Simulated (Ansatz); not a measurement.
`Cc1csc(-c2sc(-c3sc(-c4sc(-c5sc(-c6sc(-c7sc(-c8sccc8C)cc7C)cc6C)cc5C)cc4C)cc3C)cc2C)c1`. Total charge 0; triplet. Geometry PBE-D4/def2-SVP, that of the neutral singlet; atoms count from 1.

```xyz
82

C    -3.439  -11.401   -6.651
C    -2.148  -10.783   -7.111
C    -1.359  -11.280   -8.136
S     0.058  -10.326   -8.407
C    -0.376   -9.204   -7.122
C     0.443   -8.067   -6.771
S    -0.078   -7.042   -5.445
C     1.301   -5.973   -5.622
C     1.449   -4.833   -4.752
S     0.044   -4.191   -3.923
C     0.992   -2.968   -3.094
C     0.420   -2.035   -2.160
S     1.492   -0.905   -1.351
C     0.177   -0.177   -0.444
C     0.382    0.899    0.488
S    -1.018    1.592    1.289
C    -0.037    2.729    2.199
C    -0.595    3.675    3.128
S     0.502    4.746    3.983
C    -0.807    5.526    4.853
C    -0.587    6.597    5.790
S    -1.983    7.415    6.472
C    -0.985    8.469    7.453
C    -1.596    9.444    8.329
S    -3.219    9.169    8.937
C    -3.217   10.667    9.798
C    -2.022   11.340    9.638
C    -1.082   10.661    8.801
C     0.271   11.212    8.457
C     0.362    8.196    7.222
C     0.606    7.149    6.291
C     1.986    6.694    5.914
C    -2.025    4.956    4.471
C    -1.928    3.920    3.509
C    -3.120    3.180    2.974
C     1.309    2.550    1.867
C     1.565    1.535    0.914
C     2.945    1.192    0.431
C    -1.025   -0.806   -0.784
C    -0.911   -1.846   -1.740
C    -2.083   -2.646   -2.232
C     2.330   -3.072   -3.488
C     2.607   -4.110   -4.413
C     3.984   -4.406   -4.932
C     2.120   -6.429   -6.656
C     1.654   -7.603   -7.309
C     2.387   -8.247   -8.451
C    -1.580   -9.604   -6.542
H    -4.286  -10.691   -6.757
H    -3.684  -12.310   -7.232
H    -3.389  -11.686   -5.579
H    -1.540  -12.169   -8.753
H    -4.098   10.969   10.377
H    -1.816   12.315   10.102
H     0.307   12.305    8.630
H     0.531   11.021    7.396
H     1.075   10.757    9.075
H     1.173    8.714    7.749
H     2.127    5.607    6.090
H     2.202    6.873    4.839
H     2.751    7.235    6.504
H    -2.985    5.286    4.894
H    -4.054    3.559    3.431
H    -3.213    3.288    1.873
H    -3.058    2.091    3.183
H     2.110    3.156    2.315
H     3.704    1.815    0.943
H     3.196    0.127    0.620
H     3.053    1.357   -0.662
H    -1.987   -0.516   -0.337
H    -3.022   -2.295   -1.762
H    -1.972   -3.726   -1.999
H    -2.203   -2.568   -3.333
H     3.110   -2.403   -3.095
H     4.117   -4.051   -5.977
H     4.193   -5.496   -4.931
H     4.754   -3.904   -4.314
H     3.031   -5.906   -6.972
H     3.307   -7.681   -8.695
H     1.764   -8.294   -9.370
H     2.684   -9.291   -8.215
H    -2.046   -9.049   -5.714
```

Single mean-field runs in def2-SVP are fitted with def2-universal-jkfit. At PBE0-D4/def2-SVP a singlet of charge 0 lies 1.59 eV below the triplet at the same geometry.

Question: Estimate the Mulliken populations of the heavy atoms from the PBE0/def2-SVP orbitals of Ansatz.

Answer: 
| atom | charge (e) | spin (α − β) |
| --- | --- | --- |
| C1 | 0.01 | 0.00 |
| C2 | -0.11 | -0.03 |
| C3 | -0.12 | 0.05 |
| S4 | 0.09 | 0.01 |
| C5 | -0.13 | -0.04 |
| C6 | -0.08 | 0.11 |
| S7 | 0.12 | 0.01 |
| C8 | -0.10 | -0.08 |
| C9 | -0.09 | 0.21 |
| S10 | 0.10 | 0.03 |
| C11 | -0.09 | -0.08 |
| C12 | -0.06 | 0.28 |
| S13 | 0.06 | 0.04 |
| C14 | -0.08 | 0.07 |
| C15 | -0.06 | 0.18 |
| S16 | 0.06 | 0.04 |
| C17 | -0.08 | 0.26 |
| C18 | -0.07 | -0.04 |
| S19 | 0.07 | 0.03 |
| C20 | -0.08 | 0.24 |
| C21 | -0.09 | -0.10 |
| S22 | 0.12 | 0.01 |
| C23 | -0.10 | 0.14 |
| C24 | -0.13 | -0.05 |
| S25 | 0.11 | 0.01 |
| C26 | -0.10 | 0.06 |
| C27 | -0.02 | -0.03 |
| C28 | -0.09 | 0.07 |
| C29 | 0.01 | -0.01 |
| C30 | -0.03 | -0.08 |
| C31 | -0.13 | 0.15 |
| C32 | 0.01 | -0.01 |
| C33 | -0.04 | -0.10 |
| C34 | -0.12 | 0.20 |
| C35 | 0.02 | -0.02 |
| C36 | -0.04 | 0.02 |
| C37 | -0.12 | 0.12 |
| C38 | 0.02 | -0.01 |
| C39 | -0.04 | 0.19 |
| C40 | -0.12 | -0.07 |
| C41 | 0.01 | 0.00 |
| C42 | -0.05 | 0.19 |
| C43 | -0.09 | -0.10 |
| C44 | 0.01 | 0.01 |
| C45 | -0.03 | 0.11 |
| C46 | -0.13 | -0.06 |
| C47 | 0.01 | 0.00 |
| C48 | -0.02 | 0.06 |
Mulliken values and Mayer orders depend strongly on the basis.

Question: Where does the spin sit?

Answer: Summed by element: C 1.81, S 0.18, H 0.01, of 2 unpaired in all. Largest on single atoms: C12 0.28, C17 0.26, C20 0.24.

Question: And the Mayer bond orders between bonded heavy atoms (over 0.3, the first 40 of 55)?

Answer: C1–C2 1.07 (1.50 Å); C2–C3 1.56 (1.39 Å); C2–C48 1.29 (1.43 Å); C3–S4 1.14 (1.73 Å); S4–C5 1.13 (1.76 Å); C5–C6 1.18 (1.44 Å); C5–C48 1.48 (1.40 Å); C6–S7 1.11 (1.76 Å); C6–C46 1.47 (1.40 Å); S7–C8 1.11 (1.75 Å); C8–C9 1.18 (1.44 Å); C8–C45 1.44 (1.40 Å); C9–S10 1.10 (1.75 Å); C9–C43 1.43 (1.41 Å); S10–C11 1.08 (1.76 Å); C11–C12 1.29 (1.44 Å); C11–C42 1.35 (1.40 Å); C12–S13 1.07 (1.76 Å); C12–C40 1.31 (1.41 Å); S13–C14 1.05 (1.76 Å); C14–C15 1.38 (1.44 Å); C14–C39 1.25 (1.40 Å); C15–S16 1.05 (1.76 Å); C15–C37 1.25 (1.41 Å); S16–C17 1.05 (1.76 Å); C17–C18 1.33 (1.44 Å); C17–C36 1.25 (1.40 Å); C18–S19 1.07 (1.76 Å); C18–C34 1.32 (1.41 Å); S19–C20 1.09 (1.75 Å); C20–C21 1.23 (1.44 Å); C20–C33 1.36 (1.40 Å); C21–S22 1.10 (1.76 Å); C21–C31 1.42 (1.41 Å); S22–C23 1.12 (1.75 Å); C23–C24 1.15 (1.45 Å); C23–C30 1.45 (1.39 Å); C24–S25 1.13 (1.75 Å); C24–C28 1.50 (1.40 Å); S25–C26 1.16 (1.73 Å).
